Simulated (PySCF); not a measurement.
## Where the electron goes

Species: C6H12P (charge +1).
Cartesian coordinates in Å at the GFN2-xTB level; atoms count from 1:
```xyz
19
C6H12P angstrom
C      3.8873    0.5054    0.1251
C      2.5001    0.2450   -0.0809
C      1.3243    0.0210   -0.2603
P     -0.3613   -0.2777   -0.5048
C     -0.7904   -1.9649   -0.0263
C     -1.3630    0.9624    0.3708
C     -2.8530    0.7880    0.0871
H      4.4788   -0.3503   -0.1993
H      4.0788    0.6894    1.1820
H      4.1880    1.3824   -0.4476
H     -0.6159   -0.1495   -1.8557
H     -0.6309   -2.0895    1.0461
H     -1.8349   -2.1646   -0.2650
H     -0.1578   -2.6717   -0.5642
H     -1.1491    0.8701    1.4408
H     -1.0180    1.9494    0.0466
H     -3.2292   -0.1489    0.4910
H     -3.0551    0.8162   -0.9824
H     -3.4085    1.5972    0.5541
```

Computed, not measured: TDDFT CAM-B3LYP/def2-SVPD, vertical, gas phase, core orbitals frozen in the response (PySCF). GFN2-xTB frequencies show an imaginary mode (29i cm⁻¹), so this geometry is no minimum at that level.

Kohn–Sham orbitals with the atoms that hold most of them (Löwdin shares over 4%, at most four atoms; ? is withheld):

```
orbital  ε (eV)                             atoms
 LUMO+2   -2.53     C3 18%, C2 14%, P4 11%, C5 9%
 LUMO+1   -3.55     C2 24%, P4 21%, C3 20%, C5 7%
   LUMO       ?                                 ?
   HOMO  -13.78      C3 38%, C2 32%, C1 9%, P4 5%
 HOMO-1  -13.85                                 ?
 HOMO-2  -15.79   C7 26%, C6 19%, H19 12%, P4 10%
 HOMO-3  -15.91  C7 31%, C6 21%, H18 15%, H15 10%
```

Which atoms hold the HOMO-1, and with what shares?

C3 (bonded to C and P) 40%; C2 (bonded to 2 C) 33%; C1 (bonded to C and 3 H) 9%; P4 (bonded to 3 C and H) 6%. By element: carbon 82% or more, phosphorus 6%.

Give the leading atoms of the LUMO.

P4 (bonded to 3 C and H) 24%; C2 (bonded to 2 C) 22%; C3 (bonded to C and P) 18%; H11 (bonded to P) 10%. By element: carbon 40% or more, phosphorus 24%, hydrogen 10% or more.

What is the LUMO energy, and the HOMO–LUMO gap?

ε(LUMO) = -3.66 eV; the gap is 10.12 eV (0.3719 hartree).

The HOMO–LUMO gap is 10.12 eV. Where does the response calculation put the lowest singlet, and from which orbitals?

S1 is at 5.80 eV (f = 0.0002), 4.32 eV below the gap, made of HOMO→LUMO (59%), HOMO-1→LUMO+1 (28%). 

Next come S2 at 6.04 eV (f 0.0023), HOMO-1→LUMO (43%), HOMO→LUMO+1 (42%); S3 at 6.04 eV (f 0.0046), HOMO-1→LUMO+1 (60%), HOMO→LUMO (26%); S4 at 8.07 eV (f 0.523), HOMO-1→LUMO+2 (27%), HOMO-1→LUMO (26%), HOMO→LUMO+1 (20%); S5 at 8.15 eV (f 0.043), HOMO→LUMO+2 (66%), HOMO-1→LUMO+2 (15%).

Löwdin shares depend on the basis, the more so with diffuse functions.

One conformer stands for the species.
